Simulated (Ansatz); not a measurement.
Cost and result up the ladder for `C[Si](C)(C)C#Cc1ccc(-c2ccc(-c3ccc(C#C[Si](C)(C)C)cc3)cc2)cc1` (60 atoms). Total charge 0; singlet. Geometry: PBE-D4/def2-SVP.

Ansatz on 2 threads of AMD EPYC 7R13 on a shared host and a share (18 GiB) of an NVIDIA H100 80GB HBM3. Times are rough, and most runs start from the orbitals of an earlier one. PBE0-D4/def2-TZVP serves as the yardstick here, not as an exact answer. Differences are given only for rows in sets of like size (and for xTB, whose basis is part of the method), since another set adds its own error. Binding counts from free atoms at the same level (C triplet, Si triplet, H doublet; other spins of the atoms weren't run), without zero-point energy or a counterpoise term.

B3LYP takes the VWN-RPA correlation. Correlated methods freeze 38 core orbitals. The rows differ in basis, and correlated rows in double-zeta sets carry the largest basis error. Single mean-field runs in def2-SVP, def2-TZVP are fitted with def2-universal-jkfit.

Run but left out: HF/6-31G (restricted singlet, unstable in another Hartree–Fock run and untested here).

Correlated methods converge slowly with the basis, most of all in double-zeta sets.

```json
{"level": "PBE0-D4/def2-TZVP", "functions": "1122", "wall time": "9.5 s"}
{"level": "PBE0-D4/def2-SVP", "functions": "578", "wall time": "16 s"}
{"level": "r2SCAN-D4/def2-TZVP", "functions": "1122", "wall time": "18 s"}
{"level": "PBE-D4/def2-TZVP (with forces)", "functions": "1122", "wall time": "20 s"}
{"level": "r2SCANh-D4/def2-TZVP", "functions": "1122", "wall time": "22 s"}
{"level": "B3LYP-D4/6-31G", "functions": "338", "wall time": "22 s"}
{"level": "PBE-D4/def2-SVP", "functions": "578", "wall time": "28 s"}
{"level": "LDA (SPW92)/def2-TZVP (with forces)", "functions": "1122", "wall time": "33 s"}
{"level": "B97M-V/def2-TZVP", "functions": "1122", "wall time": "34 s"}
{"level": "MP2/def2-SVP", "functions": "578", "wall time": "41 s"}
```

Task: Estimate what each level gives for the binding energy per atom (eV).

Result: 
```csv
level,binding energy per atom (eV),difference from PBE0-D4/def2-TZVP (eV),remarks
PBE0-D4/def2-TZVP,4.92,0.00,–
PBE0-D4/def2-SVP,4.99,–,–
r2SCAN-D4/def2-TZVP,4.89,-0.04,–
PBE-D4/def2-TZVP (with forces),5.01,0.09,–
r2SCANh-D4/def2-TZVP,4.86,-0.07,–
B3LYP-D4/6-31G,4.76,–,–
PBE-D4/def2-SVP,5.07,–,–
LDA (SPW92)/def2-TZVP (with forces),5.57,0.65,–
B97M-V/def2-TZVP,4.87,-0.06,–
MP2/def2-SVP,4.78,–,restricted SCF unstable
```
